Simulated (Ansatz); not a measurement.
Breaking the H–H spacing in H4 chain (multiplicity 1 held). Energies count from the point at 0.900 Å.
Geometry at that point (charge 0, multiplicity 1):
```json
[
 {"atom": "H", "x (Å)": "0.0000", "y (Å)": "0.0000", "z (Å)": "0.0000"},
 {"atom": "H", "x (Å)": "0.0000", "y (Å)": "0.0000", "z (Å)": "0.9000"},
 {"atom": "H", "x (Å)": "0.0000", "y (Å)": "0.0000", "z (Å)": "1.8000"},
 {"atom": "H", "x (Å)": "0.0000", "y (Å)": "0.0000", "z (Å)": "2.7000"}
]
```

R- and RO- levels are restricted; in cc, def2 and unpolarised 6-31G sets they are followed outwards from rest. U- levels take the lowest unrestricted solution at each point, which mixes spins at long bonds. Full CI gives the lowest state of the spin. Curves can end on different states.

Programs: Ansatz (a first-principles code) with Gaussian orbitals. Values without a source in brackets are computed.

Energies in kcal/mol.

```tsv
R (Å)	R-SCS-MP2/cc-pVDZ	R-CCSD/cc-pVDZ	U-CCSD(T)/cc-pVDZ	FCI/cc-pVDZ
0.700	41.1	42.6	42.7	42.8
0.800	7.7	8.6	8.6	8.6
0.900	0.0	0.0	0.0	0.0
1.100	21.0	18.3	18.2	18.2
1.300	59.5	52.4	53.6	52.2
1.500	99.9	86.2	89.6	86.2
1.800	152.7	124.2	128.8	125.2
2.100	191.5	143.5	149.8	147.8
2.500	221.1	150.5	161.3	160.7
3.000	227.9	152.7	165.4	165.3
3.600	203.1	157.0	166.3	166.4
```

Doubts at one or more of the structures used: a restricted determinant that unrestricted orbitals would lower (R-SCS-MP2/cc-pVDZ, R-CCSD/cc-pVDZ); other coupled-cluster roots lie near (R-CCSD/cc-pVDZ); T1 above 0.05 (R-CCSD/cc-pVDZ, U-CCSD(T)/cc-pVDZ); a spin-contaminated determinant (U-CCSD(T)/cc-pVDZ); the program's own flag: large difference (U-CCSD(T)/cc-pVDZ).
